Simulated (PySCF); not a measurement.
# Gas-phase XPS of `C#[C][GeH2][GeH3]`, computed

Species: C₂H₆Ge₂.
SMILES with atom numbers: `[CH:1]#[C:2][GeH2:3][GeH3:4]`

Structure used (PBE0-D3(BJ)/def2-SVP), in Å, numbered top down from 1:
```xyz
10
C2H6Ge2 angstrom
C      2.5264   -1.1935    0.1371
C      1.6677   -0.3337    0.0804
Ge     0.2773    0.9623   -0.0152
Ge    -1.8122   -0.2147   -0.3410
H      3.2882   -1.9511    0.1887
H      0.2761    1.7654    1.2971
H      0.5823    1.9064   -1.1911
H     -2.9773    0.7876   -0.4362
H     -1.7434   -1.0339   -1.6409
H     -2.0598   -1.1617    0.8455
```

Method used: PySCF 2.14.0, delta-SCF UKS SCAN, pcX-2 on the ionised atom, pcseg-1 elsewhere, spin-free X2C. These are vertical core ionisation energies against the vacuum level, from separate self-consistent calculations with and without the core hole.

List the computed XPS lines with their assignment.

```json
{"atom(s)": "C2", "environment": "alkyne carbon", "level": "C 1s", "binding energy (eV)": "290.20", "above the level's lowest (eV)": "0.00", "count": "1"}
{"atom(s)": "C1", "environment": "terminal alkyne carbon", "level": "C 1s", "binding energy (eV)": "290.21", "above the level's lowest (eV)": "+0.01", "count": "1"}
```

The 2 C 1s values lie within 0.01 eV of each other; Gaussian lines of 0.5 eV full width would blend them into one maximum.

Which photon energy gives electrons from C 1s of C1 a kinetic energy of 150 eV, and what is their de Broglie wavelength?

hν = 290.21 + 150 = 440.21 eV, recoil neglected; λ = 12.264 Å/√(E/eV) = 1.00 Å.

Spin contamination (⟨S²⟩ against 0.75 for a pure doublet) is marked for C 1s of C2 (0.87), which makes this value less certain. No level of germanium is listed. Geometry: PBE0-D3(BJ)/def2-SVP; no solvent, vibrations or thermal averaging.
